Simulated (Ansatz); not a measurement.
Geometry optimisation, Ansatz, RKS PBE-D4/def2-SVP.

input.yaml

```yaml
crystal:
  periodic: [false, false, false]
  atoms:
    - { symbol: Li, position_ang: [-1.27838, 1.47394, 1.84836] }
    - { symbol: S, position_ang: [0.75332, 1.80703, 1.06805] }
    - { symbol: B, position_ang: [1.05306, 0.54906, -0.1063] }
    - { symbol: Si, position_ang: [-0.29542, -0.81745, -0.50672] }
    - { symbol: H, position_ang: [2.11189, 0.57781, -0.62538] }
    - { symbol: H, position_ang: [-1.54571, -0.46521, 0.3297] }
    - { symbol: H, position_ang: [-0.79945, -0.91815, -1.88463] }
    - { symbol: H, position_ang: [0.0007, -2.20703, -0.12308] }
basis:
  gaussian: { orbitals: def2-SVP }
hamiltonian:
  xc: pbe
  dispersion: d4
relax:
  f_tol: 0.02
  max_steps: 50
```

Launched with:

```bash
$ ansatz run input.yaml --threads 2 --pin off --max-ram 3072MiB --backend cpu --events-out ev --progress --plain --runs-dir out
```

**Question.** Where does it end, and by what steps?

**Answer.** The run converged. The force dipped under the threshold on the way, but the program's further checks kept it going. After 12 steps the energy has fallen by 0.399 eV; Li1 moved furthest, 0.68 Å. Joined: Li1–B3, Li1–Si4, Li1–H6.

| step | energy less start (eV) | largest force component (eV/Å) | accepted |
| --- | --- | --- | --- |
| 0 | 0.0000 | 0.883 | yes |
| 1 | -0.1947 | 0.403 | yes |
| 2 | -0.3094 | 0.265 | yes |
| 3 | -0.3723 | 0.181 | yes |
| 4 | -0.3718 | 0.288 | no |
| 5 | -0.3909 | 0.085 | yes |
| 6 | -0.3887 | 0.070 | no |
| 7 | -0.3976 | 0.024 | yes |
| 8 | -0.3985 | 0.016 | yes |
| 9 | -0.3979 | 0.100 | no |
| 10 | -0.3987 | 0.021 | yes |
| 11 | -0.3983 | 0.062 | no |
| 12 | -0.3988 | 0.007 | yes |

```xyz
8
Properties=species:S:1:pos:R:3
Li -1.089 1.052 1.350
S 0.891 2.012 1.143
B 1.041 0.668 0.010
Si -0.368 -0.760 -0.414
H 2.071 0.501 -0.630
H -1.668 -0.523 0.406
H -0.879 -0.777 -1.832
H 0.000 -2.172 -0.033
```

The run took 18 s on 2 threads of Arm Neoverse V2, on a shared host, peak memory 0.14 GiB.
